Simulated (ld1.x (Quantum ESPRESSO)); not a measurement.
Pt: one change to an ultrasoft potential, before and after

| Item | Value |
| --- | --- |
| Element | platinum (Pt) |
| Generator | ld1.x (Quantum ESPRESSO) 7.5 |
| Type | ultrasoft |
| Functional | LDA (PZ) |
| Relativity | scalar-relativistic |
| Frozen core | [Xe] 4f14 |
| Valence charge | 10 |
| Reference configuration | 5d9 6s0 6p1 |
| Partial waves | 6s (bound, empty): rcut 2.40, rcutus 2.70 bohr; 6s channel at 3.05 Ry: rcut 2.40, rcutus 2.70 bohr; 6p (bound): rcut 2.30, rcutus 2.85 bohr; 6p channel at 0.65 Ry: rcut 2.30, rcutus 2.85 bohr; 5d (bound): rcut 1.20, rcutus 1.30 bohr; 5d channel at -0.05 Ry: rcut 1.20, rcutus 1.30 bohr |
| Local potential | all-electron potential smoothed inside 1.40 bohr (lloc = -2) |
| Core correction | Bessel-smoothed model core inside 0.60 bohr |
| Augmentation charge | PSQ, radius 0.90 bohr |

Change: wave 6p channel at 0.65 Ry: rcut 2.30, rcutus 2.85 bohr becomes 6p channel at 0.12 Ry: rcut 2.30, rcutus 2.85 bohr.

Cutoffs: the cutoffs (Ry, on a coarse ladder) from which the occupation-weighted sum of valence levels, in a spherical-Bessel basis at the reference potential, stays within 10 and 1 mRy of its value at 400 Ry; they do not see the model core or the augmentation charge, which bear on the density cutoff. Errors are all-electron minus pseudo energies relative to the spin-unpolarised reference configuration.

Question: How do hardness, ghosts and transferability respond?

Answer: The potential gets neither clearly harder nor softer (60 Ry and 100 Ry → 60 Ry and 110 Ry); both files keep a bound ghost (s); the errors of the 9 common tests hardly move; the range in which the p phases agree narrows (upper end 4.1 → 0.7).

```tsv
quantity	base	changed
cutoff, loose	60 Ry	60 Ry
cutoff, tight	100 Ry	110 Ry
bound ghosts	s	s
error for 5d9 6s1 6p0, meV [ΔE -5.19 eV]	-103	-103
error for 5d9 6s0 6p0, meV [ΔE 4.36 eV]	-2.6	-2.6
error for 5d8 6s0 6p0, meV [ΔE 24.62 eV]	-34	-34
error for 5d8 6s1 6p1, meV [ΔE 1.41 eV]	-178	-177
error for 5d7 6s0 6p0, meV [ΔE 57.13 eV]	-203	-203
error for 5d10 6s0 6p0, meV [ΔE -5.13 eV]	-16	-16
error for 5d8 6s1 6p0, meV [ΔE 6.23 eV]	-190	-190
error for 5d9 6s0 6p1 (spin-polarised), meV [ΔE -0.29 eV]	-0.7	-0.7
error for 5d9 6s1 6p0 (spin-polarised), meV [ΔE -5.56 eV]	-103	-103
s: phases at 3.12 bohr within 0.05 rad from the reference energy up to (Ry; the scan ends near 5)	to the end of the scan	to the end of the scan
p: phases at 3.12 bohr within 0.05 rad from the reference energy up to (Ry; the scan ends near 5)	4.1	0.7
d: phases at 3.12 bohr within 0.05 rad from the reference energy up to (Ry; the scan ends near 5)	to the end of the scan	to the end of the scan
lowest overlap eigenvalue by channel	s 0.33, p 0.42, d 0.28	s 0.33, p 0.43, d 0.28
```

 A true bound ghost makes a file unfit for plane-wave use even where its test errors are small: the radial tests pick states by their node count and pass the ghost by.
